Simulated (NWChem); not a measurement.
The numbers come from NWChem runs, not from measurements. System: H6BP, charge 0, spin multiplicity 1, displaced from the optimised geometry. The structure started from a generated list of species.

Input file:

```
start mol
memory heap 200 mb stack 900 mb global 1100 mb
geometry units angstroms nocenter noautoz
  B     -0.876987     1.118621     0.000000
  H     -0.580717     1.720340     1.046762
  H     -0.580717     1.720340    -1.046762
  H     -2.007714     0.601895     0.000000
  P      0.349445    -0.445752     0.000000
  H      1.773858    -0.196603     0.000000
  H      0.269273    -1.376401    -1.103862
  H      0.269273    -1.376401     1.103862
  symmetry group Cs
end
basis spherical
  * library def2-svp
end
dft
  xc b3lyp
  semidirect memsize 60000000 filesize 0
  iterations 100
  convergence nodiis damp 40
end
task dft gradient
```

The output up to the point where the run's verdict is printed (cleaned and shortened):

```
             Northwest Computational Chemistry Package (NWChem) 7.3.0
             --------------------------------------------------------

                                NWChem Input Module
                                -------------------

 Scaling coordinates for geometry "geometry" by  1.889725989
 (inverse scale =  0.529177249)

 Turning off AUTOSYM since
 SYMMETRY directive was detected!

                             Geometry "geometry" -> ""
                             -------------------------

 Output coordinates in angstroms (scale by  1.889725989 to convert to a.u.)

  No.       Tag          Charge          X              Y              Z
 ---- ---------------- ---------- -------------- -------------- --------------
    1 B                    5.0000    -0.87698700     1.11862100     0.00000000
    2 H                    1.0000    -0.58071700     1.72034000     1.04676200
    3 H                    1.0000    -0.58071700     1.72034000    -1.04676200
    4 H                    1.0000    -2.00771400     0.60189500     0.00000000
    5 P                   15.0000     0.34944500    -0.44575200     0.00000000
    6 H                    1.0000     1.77385800    -0.19660300     0.00000000
    7 H                    1.0000     0.26927300    -1.37640100    -1.10386200
    8 H                    1.0000     0.26927300    -1.37640100     1.10386200

 Effective nuclear repulsion energy (a.u.)      57.6094167624

            Nuclear Dipole moment (a.u.)
            ----------------------------
        X                 Y               Z
 ---------------- ---------------- ----------------
    -0.0000075589    -0.0000094486     0.0000000000

      Symmetry information
      --------------------

 Group name             Cs
 Group number              2
 Group order               2
 No. of unique centers     6

      Symmetry unique atoms

     1    2    4    5    6    7


 Summary of "ao basis" -> "" (spherical)
 ------------------------------------------------------------------------------
       Tag                 Description            Shells   Functions and Types
[...]
 d= 0,ls=0.0         52   -369.5809719461  1.31D-02  2.19D-02              10.2
 d= 0,ls=0.0         53   -369.5583275475  2.26D-02  2.42D-02              10.4
 d= 0,ls=0.0         54   -369.5391155064  1.92D-02  2.62D-02              10.6
 d= 0,ls=0.0         55   -369.5051832406  3.39D-02  2.92D-02              10.8
 d= 0,ls=0.0         56   -369.4744424400  3.07D-02  3.18D-02              11.0
 d= 0,ls=0.0         57   -369.4216522172  5.28D-02  3.63D-02              11.2
 d= 0,ls=0.0         58   -369.3607919396  6.09D-02  3.97D-02              11.4
 d= 0,ls=0.0         59   -369.2713417742  8.95D-02  4.98D-02              11.6
 d= 0,ls=0.0         60   -369.0501416000  2.21D-01  5.58D-02              11.9
 d= 0,ls=0.0         61   -368.8399539957  2.10D-01  1.75D-01              12.1
 d= 0,ls=0.5         62   -363.8093423134  5.03D+00  2.13D-01              12.3
 d= 0,ls=0.5         63   -352.9632960208  1.08D+01  2.07D-01              12.5
 d= 0,ls=0.5         64   -354.6317560483 -1.67D+00  2.14D-01              12.8
 d= 0,ls=0.5         65   -349.8760308067  4.76D+00  2.35D-01              13.1
 d= 0,ls=0.5         66   -353.8046606243 -3.93D+00  2.36D-01              13.4
 d= 0,ls=0.5         67   -349.7721223619  4.03D+00  2.38D-01              13.5
 d= 0,ls=0.5         68   -353.7291493574 -3.96D+00  2.38D-01              13.7
 d= 0,ls=0.5         69   -349.7707522316  3.96D+00  2.39D-01              13.9
 d= 0,ls=0.5         70   -353.7238590966 -3.95D+00  2.39D-01              14.1
 d= 0,ls=0.5         71   -349.7693014231  3.95D+00  2.39D-01              14.3
 d= 0,ls=0.5         72   -353.7233584161 -3.95D+00  2.39D-01              14.5
 d= 0,ls=0.5         73   -349.7690390163  3.95D+00  2.39D-01              14.6
 d= 0,ls=0.5         74   -353.7233066129 -3.95D+00  2.39D-01              14.8
 d= 0,ls=0.5         75   -349.7690072352  3.95D+00  2.39D-01              15.0
 d= 0,ls=0.5         76   -353.7233011937 -3.95D+00  2.39D-01              15.2
 d= 0,ls=0.5         77   -349.7690038854  3.95D+00  2.39D-01              15.4
 d= 0,ls=0.5         78   -353.7233006241 -3.95D+00  2.39D-01              15.6
 d= 0,ls=0.5         79   -349.7690035490  3.95D+00  2.39D-01              15.8
 d= 0,ls=0.5         80   -353.7233005638 -3.95D+00  2.39D-01              16.0
 d= 0,ls=0.5         81   -349.7690035154  3.95D+00  2.39D-01              16.2
 d= 0,ls=0.5         82   -353.7233005574 -3.95D+00  2.39D-01              16.4
 d= 0,ls=0.5         83   -349.7690035119  3.95D+00  2.39D-01              16.6
 d= 0,ls=0.5         84   -353.7233005567 -3.95D+00  2.39D-01              16.7
 d= 0,ls=0.5         85   -349.7690035116  3.95D+00  2.39D-01              16.9
 d= 0,ls=0.5         86   -353.7233005566 -3.95D+00  2.39D-01              17.1
 d= 0,ls=0.5         87   -349.7690035116  3.95D+00  2.39D-01              17.3
 d= 0,ls=0.5         88   -353.7233005566 -3.95D+00  2.39D-01              17.5
 d= 0,ls=0.5         89   -349.7690035116  3.95D+00  2.39D-01              17.7
 d= 0,ls=0.5         90   -353.7233005566 -3.95D+00  2.39D-01              17.8
 d= 0,ls=0.5         91   -349.7690035116  3.95D+00  2.39D-01              18.0
 d= 0,ls=0.5         92   -353.7233005566 -3.95D+00  2.39D-01              18.2
 d= 0,ls=0.5         93   -349.7690035116  3.95D+00  2.39D-01              18.4
 d= 0,ls=0.5         94   -353.7233005566 -3.95D+00  2.39D-01              18.7
 d= 0,ls=0.5         95   -349.7690035116  3.95D+00  2.39D-01              18.9
 d= 0,ls=0.5         96   -353.7233005566 -3.95D+00  2.39D-01              19.1
 d= 0,ls=0.5         97   -349.7690035116  3.95D+00  2.39D-01              19.3
 d= 0,ls=0.5         98   -353.7233005566 -3.95D+00  2.39D-01              19.5
 d= 0,ls=0.5         99   -349.7690035116  3.95D+00  2.39D-01              19.7
 d= 0,ls=0.5        100   -353.7233005566 -3.95D+00  2.39D-01              19.9
```

The run did not converge; its last values are not results. The next line reads: Calculation failed to converge. NWChem stopped with the message: dft gradient failed.
